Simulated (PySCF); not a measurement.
# Working out the ionisation energy of As

As [Ar] 3d10 4s2 4p3 (4S) → As⁺ [Ar] 3d10 4s2 4p2 (3P). Computed with PySCF 2.14 in 6-31G* (5s4p3d, 32 functions), with no relativity, point nucleus. Frozen: [Ar] 3d10. Energies in hartree (1 hartree = 27.21139 eV):

```tsv
part	As (lower)	As⁺ (upper)
UHF	-2233.902271	-2233.554627
CCSD correlation	-0.068009	-0.058681
(T)	-0.000813	-0.000670
```

Q: What does Hartree-Fock give?

A: (-2233.554627) − (-2233.902271) = 0.347644 hartree = 9.460 eV.

Q: What do CCSD and CCSD(T) give?

A: The CCSD correlation energies differ by 0.009328 hartree = 0.254 eV and the triples by 0.000143 hartree = 0.004 eV, so CCSD gives 9.714 eV and CCSD(T) 9.718 eV.

Measured between the centres of the two terms (NIST): 10.008 eV, so CCSD(T) (valence) is off by -0.290 eV.

The calculation is non-relativistic.

What remains against the reference includes basis incompleteness, the frozen core and higher excitations.
